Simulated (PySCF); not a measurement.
## Fluorine: a sound run and one with changed settings

Sound run: F⁺ [He] 2s2 2p4, F²⁺ [He] 2s2 2p3. Calculation: PySCF 2.14, in aug-cc-pVDZ (4s3p2d, 23 functions); no relativity, point nucleus. The sound run starts from symmetry-adapted Hartree-Fock orbitals and uses a fine grid where one is needed.

A second run was set up differently.

```json
{"species": "F⁺", "method": "UHF", "sound run (hartree)": "-98.80167", "changed run (hartree)": "-98.80167", "converged": "yes"}
{"species": "F⁺", "method": "B3LYP", "sound run (hartree)": "-99.08615", "changed run (hartree)": "-99.08574", "converged": "yes"}
{"species": "F⁺", "method": "BP86", "sound run (hartree)": "-99.07555", "changed run (hartree)": "-99.07500", "converged": "yes"}
{"species": "F²⁺", "method": "UHF", "sound run (hartree)": "-97.57598", "changed run (hartree)": "-97.57598", "converged": "yes"}
{"species": "F²⁺", "method": "B3LYP", "sound run (hartree)": "-97.77864", "changed run (hartree)": "-97.77864", "converged": "yes"}
{"species": "F²⁺", "method": "BP86", "sound run (hartree)": "-97.76751", "changed run (hartree)": "-97.76751", "converged": "yes"}
```

Ionisation energy of F⁺:

| method | sound run (eV) | changed run (eV) |
| --- | --- | --- |
| UHF | 33.353 | 33.353 |
| B3LYP | 35.579 | 35.568 |
| BP86 | 35.594 | 35.579 |

What was changed?
A. a valence shell is frozen
B. level shift left on
C. basis contracted for another Hamiltonian
D. angular grid far too coarse

D. It used 14 angular points. A coarse angular grid integrates products of high-l functions wrongly, so density functionals can shift, and the SCF can exploit the error; Hartree-Fock and MP2 need no grid.
